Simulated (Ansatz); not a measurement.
The first iterations of a band of FH₃NOSi (7 atoms, charge 0, multiplicity 2).

Theory: UKS PBE0-D4/def2-SVP in Ansatz 0.2.0.

* movable images: 5
* climbing image: yes
* spring: 5.0 eV/Å²
* optimiser: quadratic models (default)
* start path: straight line
* force threshold: 0.05 eV/Å
* iteration limit: 60
* end points: relaxed

Initial state:

```xyz
7
Properties=species:S:1:pos:R:3
N -0.467 1.095 -0.073
Si 0.044 -0.442 0.488
O 1.153 -0.982 -0.624
F -1.301 -1.365 0.509
H 0.220 1.802 -0.310
H -1.326 1.502 0.278
H 1.739 -1.679 -0.314
```

Final state:

```xyz
7
Properties=species:S:1:pos:R:3
N -0.018 0.927 0.443
Si 0.042 -0.679 -0.164
O -0.134 -0.397 -1.779
F -1.193 -1.561 0.389
H 0.838 1.433 0.647
H -0.763 1.551 0.150
H 1.291 -1.342 0.268
```

| iteration | highest image above the first end (eV) | largest band force component (eV/Å) |
| --- | --- | --- |
| 1 | 3.217 | 5.696 |
| 2 | 1.997 | 2.888 |

Question: Does the band converge within its limit, and where does its top end?

Answer: The forces met the threshold. It ended after 8 iterations with the highest image 1.768 eV above the first end. Neighbouring images differ by up to 1.4 eV, so the band resolves the path poorly. Another band between the same ends (5 images) ends at a top of the same energy, where a vibrational analysis finds 1 clearly imaginary mode.

The run took 91 s on 2 threads of AMD EPYC 7R43 64-Core Processor (Zen 3), on a shared host, peak memory 0.21 GiB.
